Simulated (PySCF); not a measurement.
**LuH3(NH3) relaxed at several levels**

Computed with PySCF 2.14.0, PBE0, def2-SVP on the ligands, density fitting, scalar-relativistic core potentials, no spin-orbit coupling, vacuum. Each row is relaxed at its own level from the same template. Distances are means of the shortest metal–ligand contacts, charges and spins Mulliken's; removal energies are rigid, with the ligand's formal charge and no counterpoise, so too large; for an anion taken off a cation in vacuum most of it is the attraction of opposite charges, and multiply charged cations can part far more cheaply with an electron moved from ligand to metal. lcecp potentials hold a fixed number of 4f electrons in the core, out of states, spins and gaps.

```csv
level,basis on the metal,point group,M–H (Å),M–NH3 (Å),charge on M (e),dipole (D),HOMO–LUMO gap (eV),removal of one H (eV),"strongest infrared band, degenerate modes summed (cm⁻¹)",unstable modes (below −25 cm⁻¹)
PBE0,lcecp-1-SVP with ECP60,C3v,1.986,2.416,0.52,5.60,–,9.20,1426,0
```

**Question.** What does the calculation give for PBE0, def2-SVP with ECP28?

**Answer.** point group: C3v, M–H (Å): 1.962, M–NH3 (Å): 2.373, charge on M (e): 0.52, dipole (D): 5.66, HOMO–LUMO gap (eV): 5.70, removal of one H (eV): 9.24, strongest infrared band, degenerate modes summed (cm⁻¹): 1439, unstable modes (below −25 cm⁻¹): 0.
```xyz
8

Lu    0.2004   -0.2004    0.2004
H     1.1282    1.2580    1.1282
H    -1.2580   -1.1282    1.1282
H     1.1282   -1.1282   -1.2580
N    -1.1695    1.1695   -1.1695
H    -1.7784    1.7784   -0.6176
H    -0.6176    1.7784   -1.7784
H    -1.7784    0.6176   -1.7784
```

One start shape was tried for each, so a minimum needn't be the lowest isomer.
